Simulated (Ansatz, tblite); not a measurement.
Isomers of Cu$_{2}$I$_{3}$ (doublet), found by a short tight-binding search and relaxed with B3LYP-D4/def2-SVP in Ansatz.

In the def2 sets I takes a core potential; there is no spin–orbit coupling. The xTB rows come from tblite. HSE06 is defined as in plane-wave codes, on full-range PBE exchange. Correlated methods freeze 30 core orbitals; core or outer-core shells of I are correlated, in sets that lack core-valence functions.

Run but left out: HF/STO-3G (A: ⟨S²⟩ 3.69, where a pure state has 0.75).

B: At LDA (SPW92)/def2-TZVP the gap within one spin of the charge 0 doublet nearly closes, so an electron or hole may be smeared out by delocalisation error.

Other spin states weren't relaxed.

A:

| atom | x (Å) | y (Å) | z (Å) |
| --- | --- | --- | --- |
| Cu1 | 1.157 | 0.892 | -1.209 |
| Cu2 | -0.223 | -0.533 | 0.371 |
| I3 | 1.928 | -1.448 | -0.891 |
| I4 | -2.074 | -0.974 | 1.928 |
| I5 | -0.788 | 2.063 | -0.199 |

B:

Cartesian coordinates in Å:
```
Cu 0.8683 0.8241 -0.0542
Cu -0.9466 -0.7310 -0.0752
I -1.0586 1.2597 -1.8056
I 1.4984 -1.7447 -0.3277
I -0.3616 0.3918 2.2627
```

C:

```xyz
5

Cu   -0.611    0.956   -0.703
Cu    0.083   -0.289    1.302
I     0.460   -0.311   -2.517
I     1.455   -2.096    0.355
I    -1.387    1.740    1.564
```

Task: Estimate their order by electronic energy at B2PLYP/def2-TZVP, counted from the lowest.

Result: C (0.00) < A (0.02) < B (0.55), in eV.

Task: Do the other levels pick the same lowest one?

Result: Not GFN1-xTB, HF/def2-TZVP, RPA@PBE/def2-TZVP. Energies above each level's lowest (eV):

```json
{"level": "GFN1-xTB", "A": "0.00", "B": "0.14", "C": "0.06"}
{"level": "GFN2-xTB", "A": "0.16", "B": "0.55", "C": "0.00"}
{"level": "HF/def2-TZVP", "A": "0.00", "B": "1.63", "C": "0.91"}
{"level": "LDA (SPW92)/def2-TZVP", "A": "0.09", "B": "0.46", "C": "0.00"}
{"level": "PBE-D4/def2-SVP", "A": "0.05", "B": "0.34", "C": "0.00"}
{"level": "PBE-D4/def2-TZVP", "A": "0.08", "B": "0.46", "C": "0.00"}
{"level": "r2SCAN-D4/def2-TZVP", "A": "0.01", "B": "0.41", "C": "0.00"}
{"level": "PBE0-D4/def2-SVP", "A": "0.02", "B": "0.35", "C": "0.00"}
{"level": "PBE0-D4/def2-TZVP", "A": "0.06", "B": "0.47", "C": "0.00"}
{"level": "HSE06-D4/def2-TZVP", "A": "0.05", "B": "0.46", "C": "0.00"}
{"level": "B2PLYP/def2-TZVP", "A": "0.02", "B": "0.55", "C": "0.00"}
{"level": "RPA@PBE/def2-TZVP", "A": "0.00", "B": "0.40", "C": "0.04"}
{"level": "MP2/def2-TZVP", "A": "1.64", "B": "0.68", "C": "0.00"}
```
Point groups (tolerance 0.1 Å): A Cs, B C2v, C C2v. Lower isomers may exist. From def2-SVP to def2-TZVP the PBE0 values move by up to 0.12 eV, so results in the small set are rough.
